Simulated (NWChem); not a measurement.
System: C3H6OSi; SMILES C1=C[SiH2]OC1

The following NWChem deck was run.

```
start job
memory heap 200 mb stack 900 mb global 1100 mb
geometry units angstroms noautosym nocenter noautoz
  C      0.632534     1.333598     0.000000
  C      1.346245     0.196619     0.000000
  Si     0.104374    -1.191288     0.000000
  O     -1.224004    -0.156248     0.000000
  C     -0.864596     1.200984     0.000000
  H      1.074286     2.337895     0.000000
  H      2.438523     0.195204     0.000000
  H      0.116701    -2.073383     1.206313
  H      0.116701    -2.073383    -1.206313
  H     -1.294307     1.709103    -0.885766
  H     -1.294307     1.709103     0.885766
end
basis spherical
  * library pcsseg-1
end
dft
  xc pbe0
  iterations 150
end
property
  shielding 9 1 2 3 4 5 6 7 8 10
end
task dft property
```

Parts of the log:

```
             Northwest Computational Chemistry Package (NWChem) 7.3.0
             --------------------------------------------------------

                             Geometry "geometry" -> ""
                             -------------------------

 Output coordinates in angstroms (scale by  1.889725989 to convert to a.u.)

  No.       Tag          Charge          X              Y              Z
 ---- ---------------- ---------- -------------- -------------- --------------
    1 C                    6.0000     0.63253400     1.33359800     0.00000000
    2 C                    6.0000     1.34624500     0.19661900     0.00000000
    3 Si                  14.0000     0.10437400    -1.19128800     0.00000000
    4 O                    8.0000    -1.22400400    -0.15624800     0.00000000
    5 C                    6.0000    -0.86459600     1.20098400     0.00000000
    6 H                    1.0000     1.07428600     2.33789500     0.00000000
    7 H                    1.0000     2.43852300     0.19520400     0.00000000
    8 H                    1.0000     0.11670100    -2.07338300     1.20631300
    9 H                    1.0000     0.11670100    -2.07338300    -1.20631300
   10 H                    1.0000    -1.29430700     1.70910300    -0.88576600
   11 H                    1.0000    -1.29430700     1.70910300     0.88576600

 Effective nuclear repulsion energy (a.u.)     225.5075250245

                              NWChem Property Module
                              ----------------------

  itol2e modified to match energy
  convergence criterion.

                                 NWChem DFT Module
                                 -----------------

 Summary of "ao basis" -> "ao basis" (spherical)
 ------------------------------------------------------------------------------
       Tag                 Description            Shells   Functions and Types
 ---------------- ------------------------------  ------  ---------------------
 C                          pcsseg-1                 7       17   3s3p1d
 Si                         pcsseg-1                10       24   4s5p1d
 O                          pcsseg-1                 7       17   3s3p1d
 H                          pcsseg-1                 3        5   2s1p

  itol2e modified to match energy
  convergence criterion.

[...]

          -----------------------------------------
          Chemical Shielding Tensors (GIAO, in ppm)
          -----------------------------------------

                                NWChem CPHF Module
                                ------------------

  scftype          =     RHF
  nclosed          =       23
  nopen            =        0
  variables        =     2277
  # of vectors     =        3
  tolerance        = 0.10D-03
  level shift      = 0.00D+00
  max iterations   =       50
  max subspace     =       30

 SCF residual:    2.4004306338272633E-005

Iterative solution of linear equations
  No. of variables     2277
  No. of equations        3
  Maximum subspace       30
        Iterations       50
       Convergence  1.0D-04

   iter   nsub   residual    time
   ----  ------  --------  ---------
     1      3    5.23D-01     173.7
     2      6    4.32D-02     187.1
     3      9    2.85D-03     201.6
     4     12    1.53D-04     216.0
     5     15    6.51D-06     229.8

      Atom:    1  C
        Diamagnetic
    267.8945     -3.5288     -0.0000
     -3.5288    263.2678     -0.0000
     -0.0000     -0.0000    241.0647

        Paramagnetic
   -326.5192    -59.8260      0.0000
    -59.8260   -284.9750      0.0000
      0.0000      0.0000    -99.5884

        Total Shielding Tensor
    -58.6247    -63.3548     -0.0000
    -63.3548    -21.7072      0.0000
     -0.0000      0.0000    141.4763

           isotropic =      20.3814
          anisotropy =     181.6423

          Principal Components and Axis System
                 1           2           3
              141.4763   -106.1551     25.8231

      1        -0.0000      0.7999     -0.6001
      2         0.0000      0.6001      0.7999
      3         1.0000     -0.0000     -0.0000

      Atom:    2  C
        Diamagnetic
    263.0287     -1.7487     -0.0000
     -1.7487    268.2083     -0.0000
     -0.0000     -0.0000    240.6286

        Paramagnetic
   -298.2357    -42.7310      0.0000
    -42.7310   -231.2505      0.0000
      0.0000      0.0000    -72.9383

        Total Shielding Tensor
    -35.2071    -44.4797      0.0000
    -44.4797     36.9579      0.0000
      0.0000      0.0000    167.6903

           isotropic =      56.4804
          anisotropy =     166.8148

          Principal Components and Axis System
                 1           2           3
              167.6903     58.1501    -56.3993

      1         0.0000     -0.4301      0.9028
      2         0.0000      0.9028      0.4301
      3         1.0000     -0.0000     -0.0000

      Atom:    3  Si
        Diamagnetic
    881.9707     -0.8349      0.0000
     -0.8349    883.3352      0.0000
      0.0000      0.0000    874.6027

        Paramagnetic
   -459.3236    -35.6513      0.0000
    -35.6513   -544.8123      0.0000
      0.0000      0.0000   -589.8033

        Total Shielding Tensor
    422.6471    -36.4863      0.0000
    -36.4863    338.5229      0.0000
      0.0000      0.0000    284.7994

           isotropic =     348.6565
          anisotropy =     131.4156

          Principal Components and Axis System
                 1           2           3
              436.2669    324.9032    284.7994

      1         0.9369      0.3497     -0.0000
      2        -0.3497      0.9369     -0.0000
      3         0.0000      0.0000      1.0000

      Atom:    4  O
        Diamagnetic
    396.9068     -5.8409      0.0000
     -5.8409    415.9713     -0.0000
      0.0000     -0.0000    376.8318

[...]
```

Level: PBE0/pcSseg-1, GIAO. Structure relaxed at the PBE0/def2-SVP level. The output numbers the shielded atoms by their place in the input's list. The printed shielding anisotropy is the first printed principal value minus the mean of the other two.
